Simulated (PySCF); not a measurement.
Excitations are Tamm–Dancoff values on a coarser integration grid. The basis has no diffuse functions, so Rydberg states are missing or too high.

**H6BN3, SMILES `NB(N)N` (charge 0, multiplicity 1)**

The numbers are results of M06-2X/def2-TZVP // B3LYP-D3(BJ)/def2-TZVP run with PySCF, not measurements.

| Item | Value |
|---|---|
| HOMO | -8.04 eV |
| dipole moment | 0.02 D |
| HOMO–LUMO gap | 9.42 eV |
| LUMO | 1.39 eV |
| S1 excitation (TDA) | 6.31 eV |
| S1 oscillator strength | 0.000 |
| brightest of the four lowest singlets (TDA) | 7.32 eV |
| T1 excitation (TDA) | 6.07 eV |
| S1–T1 gap (TDA) | 0.24 eV |
| vertical ionisation energy (Delta-SCF) | 9.24 eV |
| total energy | -192.8426 Ha |
| cost | around 8 core-minutes (rough) |

```xyz
10

N     -1.0431    -0.9748     0.0538
B      0.0001    -0.0001     0.0002
N      1.3590    -0.3962     0.1999
N     -0.3146     1.3708    -0.2505
H     -0.8725    -1.9545     0.1856
H     -2.0057    -0.7599    -0.1300
H      2.1157     0.2603     0.2571
H      1.6228    -1.3276     0.4639
H      0.3822     2.0876    -0.3340
H     -1.2439     1.6943    -0.4460
```
